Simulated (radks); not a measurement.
Results of a calculation; reference values are marked as such.
Excited configurations of the lead ion Pb26+: one electron is placed in a higher orbital outside [Kr] 4d10 4f9. The ground configuration is [Kr] 4d10 4f10. Level of theory: Dirac Kohn-Sham, PBE, spin-unpolarised, spherical densities, finite nucleus; open shells fill j = l - 1/2 first; Fermi nuclear charge, rms radius 5.5012 fm (a radial shooting solver on a logarithmic mesh with Libxc functionals). Excitation = E - E(ground); binding = E(ion) - E, where the ion is the core of charge +27; n* = 27/sqrt(2 binding) in atomic units. These energies are relativistic, and a one-electron ion of charge +27 with no core already has n* below n in this formula (Dirac formula, point nucleus: 5s1/2 4.983, 5p1/2 4.983, 5f5/2 4.996, 6s1/2 5.983, 6p1/2 5.983, 6d3/2 5.993, 6f5/2 5.996, 7s1/2 6.982, 7p1/2 6.982, 7d3/2 6.992, 7f5/2 6.996). The quantum defect is therefore taken as that value minus n*, so that it holds no relativistic shift of the bare ion.

outer orbital,excitation (eV),binding (eV),n*,quantum defect,eigenvalue (eV),<r> (bohr)
5s1/2,92.728,783.39,3.558,1.425,-767.63,0.7216
5p1/2,143.80,732.33,3.680,1.303,-716.93,0.7388
5f5/2,373.81,502.31,4.444,0.553,-489.45,0.8808
6s1/2,403.60,472.52,4.582,1.401,-464.18,1.181
6p1/2,428.74,447.38,4.709,1.274,-439.31,1.214
6d3/2,488.91,387.21,5.061,0.932,-380.08,1.334
6f5/2,542.29,333.83,5.451,0.545,-327.15,1.439
7s1/2,557.94,318.18,5.583,1.399,-312.69,1.746
7p1/2,572.21,303.91,5.713,1.270,-298.57,1.793
7d3/2,606.70,269.42,6.067,0.925,-264.54,1.953
7f5/2,637.72,238.40,6.450,0.545,-233.96,2.099

The Delta-SCF ionisation energy is 876.12 eV (NIST Atomic Spectra Database: 870 eV, theoretical). Self-interaction in the functional shifts the binding energies and quantum defects, so they are the method's values and not measured ones. Spin polarisation and multiplet splitting are left out, so open shells lie too high by an amount that depends on their filling.

Beside tabulated values, note that spin-unpolarised runs miss the spin-polarisation part of the exchange energy of open shells.
